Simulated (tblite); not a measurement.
Species: C₄H₇F₃S₂Si.
Structure used (GFN2-xTB), in Å, numbered top down from 1:
```
atom  x, y, z in Å
C1    -1.0785   -1.0671    0.5448
C2    -0.3585    0.2080    0.1252
C3    -1.3364    1.3831    0.2005
F4    -1.8843    1.5306    1.4083
F5    -2.3599    1.2146   -0.6591
F6    -0.7740    2.5534   -0.1223
C7     0.1845    0.1409   -1.2977
S8     1.4952   -1.1116   -1.4677
Si9    2.5006   -0.6224    0.3599
S10    1.0050    0.6001    1.3050
H11   -1.9530   -1.2269   -0.0847
H12   -0.4093   -1.9186    0.4409
H13   -1.3971   -0.9922    1.5823
H14   -0.6063   -0.1441   -1.9927
H15    0.5942    1.1061   -1.5995
H16    3.6695    0.2080    0.1394
H17    2.7012   -1.8496    1.1074
```

Computed with GFN2-xTB (tblite): harmonic, unscaled wavenumbers at the GFN2-xTB geometry, gas phase. Against measured fundamentals such values can be off by several per cent, at times by over 20. Modes of hydrogen on silicon can be 10 to 20 % off. One conformer, not necessarily the lowest.

Harmonic wavenumbers (cm⁻¹): 51.9, 66.4, 125.2, 135.6, 194.6, 212.1, 250.2, 280.5, 307.0, 310.1, 359.2, 399.0, 486.5, 491.2, 502.2, 508.5, 518.2, 530.8, 589.1, 638.2, 655.9, 744.5, 758.6, 815.9, 881.5, 946.2, 1044.0, 1050.9, 1078.6, 1092.6, 1165.7, 1197.6, 1200.0, 1258.0, 1408.2, 1439.9, 1471.0, 1476.7, 2359.2, 2369.2, 2981.8, 2995.9, 3021.9, 3034.4, 3043.7.

A = 1526, B = 636.2, C = 558.7 MHz; mass 203.971 u (most abundant isotopes); point group C1, symmetry number 1.

Problem. What is the zero-point energy?

Solution. ½Σν̃ = 23224 cm⁻¹ = 277.83 kJ/mol.

Problem. Entropy at 400 K, 1 bar (ideal gas, RRHO, classical rotation)?

Solution. Translation 181.29, rotation 132.37, vibration 192.42: S = 506.1 J/(mol K).

Problem. And Cp and H(400 K) − H(0)?

Solution. Cp = 227.10 J/(mol K), of which vibrations give 193.84 (their classical limit is 45 R = 374.2); H(400 K) − H(0) = 54.36 kJ/mol without the zero-point energy, 41.06 from vibrations.

Problem. How do the functions run with temperature in this model?

Solution. 
| T (K) | S (J/(mol K)) | Cp (J/(mol K)) | H − H(0) (kJ/mol) | G − H(0) (kJ/mol) | ln q(vib) |
| --- | --- | --- | --- | --- | --- |
| 50 | 256.6 | 54.5 | 2.07 | -10.76 | 0.47 |
| 100 | 303.3 | 83.8 | 5.52 | -24.81 | 1.66 |
| 298.15 | 445.1 | 188.5 | 33.12 | -99.57 | 7.62 |
| 373.15 | 490.6 | 217.9 | 48.39 | -134.69 | 9.96 |
| 500 | 560.0 | 256.3 | 78.60 | -201.42 | 13.83 |
| 750 | 674.0 | 304.8 | 149.30 | -356.23 | 20.89 |
| 1000 | 766.1 | 334.2 | 229.46 | -536.62 | 27.15 |

q(vib) and H(0) count from the zero-point level.

Problem. Blend soft modes into free rotors: weight 1/[1 + (100 cm⁻¹/ν̃)⁴] for the oscillator and the rest for a rotor with moment μB/(μ + B), μ = h/(8π²ν), B = 10⁻⁴⁴ kg m². What vibrational entropy results?

Solution. 180.55 J/(mol K) in place of 192.42, which changes −T·S at 400 K by +4.75 kJ/mol.

Problem. What must be added to the electronic energy to get the Gibbs energy at 400 K and 1 bar?

Solution. ZPE + [H(400 K) − H(0)] − T·S = 277.83 + 54.36 − 202.43 = 129.76 kJ/mol.

Hindered rotation and anharmonicity are outside this model. Other conformers, if any are populated, would add a mixing term that is left out. The structure is chiral; the term R ln 2 for an equal mix with its mirror image is left out.
